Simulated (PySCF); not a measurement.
Geometry (Å), atoms numbered from 1 in this order:
```xyz
25

C     3.6396   -0.8682   -0.1947
C     2.6975   -0.1483    0.7221
O     2.4649   -0.5025    1.8543
C     1.9684    1.0471    0.1357
P     0.3879    0.5359   -0.6737
S     0.6182   -0.4459   -2.3440
C    -0.5443   -0.2925    0.6687
C    -2.0750   -0.3075    0.5620
C    -2.6795    1.0820    0.7365
C    -2.5832   -0.9871   -0.7049
H     3.0858   -1.1569   -1.1056
H     4.0570   -1.7496    0.3064
H     4.4497   -0.1948   -0.5168
H     1.7197    1.7509    0.9443
H     2.5508    1.5547   -0.6468
H    -0.2423    1.8061   -0.8003
H    -0.2232    0.1775    1.6132
H    -0.1435   -1.3191    0.6830
H    -2.4068   -0.9164    1.4221
H    -3.7772    1.0231    0.7882
H    -2.3251    1.5663    1.6597
H    -2.4339    1.7438   -0.1099
H    -2.3154   -0.4160   -1.6074
H    -2.1509   -1.9916   -0.8255
H    -3.6790   -1.0851   -0.6745
```

Geometry: PBE0-D3(BJ)/def2-SVP; GIAO shifts from PySCF 2.14, gas phase, non-relativistic, averaged over equivalent atoms.

At KT2/pcSseg-1 (259 basis functions, 88 s wall time on 1 thread of an Arm Neoverse V2, shared host):
| atoms | δ (ppm) |
| --- | --- |
| C2 | 189.9 |
| C4 | 52.0 |
| C7 | 45.1 |
| C1 | 37.8 |
| C8 | 30.9 |
| C10 | 24.8 |
| C9 | 23.7 |
| O3 | 631.1 |
| P5 | -32.8 |
| S6 | -161.0 |
| H16 | 7.72 |
| H15 | 2.72 |
| H11/H12/H13 | 2.47 |
| H17 | 2.43 |
| H14 | 2.40 |
| H19 | 2.20 |
| H18 | 1.62 |
| H23/H24/H25 | 1.40 |
| H20/H21/H22 | 1.06 |

Referencing at the same level of theory: TMS for 13C (183.22 ppm) and 1H (31.18 ppm); 17O (330.66 ppm) vs H2O; H3PO4 for 31P (325.43 ppm); 33S (518.69 ppm) vs CS2.

Estimate the result of repeating the calculation with PBE0/pcSseg-1.

Results:


```json
{"atoms": "C2", "δ at PBE0/pcSseg-1": "205.1", "change": "+15.2"}
{"atoms": "C4", "δ at PBE0/pcSseg-1": "51.7", "change": "-0.3"}
{"atoms": "C7", "δ at PBE0/pcSseg-1": "42.7", "change": "-2.4"}
{"atoms": "C1", "δ at PBE0/pcSseg-1": "38.0", "change": "+0.2"}
{"atoms": "C8", "δ at PBE0/pcSseg-1": "27.6", "change": "-3.3"}
{"atoms": "C10", "δ at PBE0/pcSseg-1": "24.0", "change": "-0.8"}
{"atoms": "C9", "δ at PBE0/pcSseg-1": "23.1", "change": "-0.6"}
{"atoms": "O3", "δ at PBE0/pcSseg-1": "687.6", "change": "+56.5"}
{"atoms": "P5", "δ at PBE0/pcSseg-1": "-26.6", "change": "+6.2"}
{"atoms": "S6", "δ at PBE0/pcSseg-1": "-214.8", "change": "-53.8"}
{"atoms": "H16", "δ at PBE0/pcSseg-1": "7.26", "change": "-0.46"}
{"atoms": "H15", "δ at PBE0/pcSseg-1": "2.74", "change": "+0.02"}
{"atoms": "H11/H12/H13", "δ at PBE0/pcSseg-1": "2.54", "change": "+0.07"}
{"atoms": "H17", "δ at PBE0/pcSseg-1": "2.13", "change": "-0.30"}
{"atoms": "H14", "δ at PBE0/pcSseg-1": "2.32", "change": "-0.08"}
{"atoms": "H19", "δ at PBE0/pcSseg-1": "2.01", "change": "-0.19"}
{"atoms": "H18", "δ at PBE0/pcSseg-1": "1.48", "change": "-0.14"}
{"atoms": "H23/H24/H25", "δ at PBE0/pcSseg-1": "1.33", "change": "-0.07"}
{"atoms": "H20/H21/H22", "δ at PBE0/pcSseg-1": "1.01", "change": "-0.05"}
```

Referencing at the same level of theory: TMS for 13C (σ = 184.41 ppm), 1H (σ = 31.27 ppm); H2O for 17O (σ = 334.56 ppm); 31P (σ = 310.13 ppm) vs H3PO4; CS2 for 33S (σ = 495.66 ppm).

The largest change is at O3 (ketone oxygen). Cost: 259 basis functions, 81 s wall time on 1 thread of an Arm Neoverse V2, shared host. The order of the carbon signals is the same at both levels.

Unscaled 17O shifts of doubly bonded oxygen tend to come out too high, by tens of ppm or more. Experimental scales use liquid or dissolved standards, which lie at an offset from isolated H2O (liquid H2O: subtract about 36 ppm) and H3PO4.
